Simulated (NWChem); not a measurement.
**Ionisation of H3BN**

SMILES: [BH]N
```xyz
5

B     -0.7819     0.3514     0.0000
N      0.5141    -0.1151     0.0000
H     -1.7711    -0.3425     0.0000
H      0.7572    -1.1025     0.0000
H      1.3243     0.4934     0.0000
```
Charge 0, spin multiplicity 2.

The numbers come from NWChem runs, not from measurements. Structure: optimised with UPBE0/def2-SVP, a minimum by its harmonic frequencies. It is one conformer; others weren't searched.

Basis set: def2-TZVPD. −ε marks an orbital energy of the parent.

B3LYP has NWChem's definition, with VWN1-RPA local correlation. The structure started from a generated list of species. The unpaired electrons of the parent sit in orbitals of symmetry a' (Cs labels of the run); other states weren't searched. No SCF solution was tested for a lower state.

Question: Order these methods by the first vertical ionisation energy they give, lowest first: −ε(alpha HOMO) of PBE, −ε(alpha HOMO) of BLYP, −ε(alpha HOMO) of B3LYP, G0W0@PBE.

Answer: −ε(alpha HOMO) of BLYP (4.04 eV), −ε(alpha HOMO) of PBE (4.21 eV), −ε(alpha HOMO) of B3LYP (5.17 eV), G0W0@PBE (7.28 eV)
